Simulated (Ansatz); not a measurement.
The cluster Sn₅⁻, 5 atoms. Hardware: 4 threads of Arm Neoverse N1 on a shared host.

In the def2 sets Sn takes a core potential; there is no spin–orbit coupling. Correlated methods freeze 20 core orbitals; core or outer-core shells of Sn are correlated, in sets that lack core-valence functions.

(1) How many basis functions does each of these Ansatz runs have, and roughly what does it cost? PBE0-D4/def2-TZVPD, charge -1 doublet, energy, from earlier orbitals; RPA@PBE/def2-TZVPD, charge -1 doublet, energy, from earlier orbitals; PBE-D4/def2-TZVPD, charge -1 doublet, energy and forces, from earlier orbitals; HF/STO-3G, charge -1 doublet, energy; r2SCAN-D4/def2-TZVPD, charge -1 doublet, energy, from earlier orbitals; PBE-D4/def2-SVPD, charge -1 doublet, relaxation, 4 steps; PBE-D4/def2-SVP, charge -1 doublet, energy with a search over starts; BHLYP-D4/def2-TZVPD, charge -1 doublet, energy, from earlier orbitals; MP2/def2-TZVPD, charge -1 doublet, energy, from earlier orbitals; BLYP-D4/def2-TZVPD, charge -1 doublet, energy, from earlier orbitals.

Answers

(1) Other jobs shared the machine, so times can vary by a factor of up to 3. A dash marks memory too small to be measured apart from the calling script's.

```tsv
run	functions	fitting or Cholesky vectors	wall time	peak host memory (GiB)
PBE-D4/def2-TZVPD, charge -1 doublet, energy and forces, from earlier orbitals	280	2020	23 s	0.68
PBE-D4/def2-SVP, charge -1 doublet, energy with a search over starts	130	1455	23 s	–
BLYP-D4/def2-TZVPD, charge -1 doublet, energy, from earlier orbitals	280	2020	26 s	0.68
PBE-D4/def2-SVPD, charge -1 doublet, relaxation, 4 steps	160	1765	28 s	–
HF/STO-3G, charge -1 doublet, energy	135	1810	38 s	1.6
r2SCAN-D4/def2-TZVPD, charge -1 doublet, energy, from earlier orbitals	280	2020	52 s	0.79
RPA@PBE/def2-TZVPD, charge -1 doublet, energy, from earlier orbitals	280	2565	67 s	1.7
PBE0-D4/def2-TZVPD, charge -1 doublet, energy, from earlier orbitals	280	2440	67 s	1.9
MP2/def2-TZVPD, charge -1 doublet, energy, from earlier orbitals	280	2565	77 s	1.8
BHLYP-D4/def2-TZVPD, charge -1 doublet, energy, from earlier orbitals	280	2710	2.6 min	3
```
